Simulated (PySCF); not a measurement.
A structure optimised at PBE-D3(BJ)/def2-SVP, used in a PySCF frequency run:

```
C
C 1 1.3309
F 2 1.3026 1 130.19
H 1 1.1054 2 121.14 3 0.00
C 1 1.4988 4 116.92 2 180.00
F 5 1.3495 1 112.29 4 180.00
F 5 1.3557 6 107.87 1 -122.51
F 5 1.3557 6 107.87 7 -114.99
```
Charge 0, spin multiplicity 2.

Task: Write its SMILES, formula and point group.

Result: F/[C]=C/C(F)(F)F, C3HF4, Cs

Task: What are its rotational constants (standard atomic weights)?

Result: 5.4038, 1.4410, 1.4266 GHz
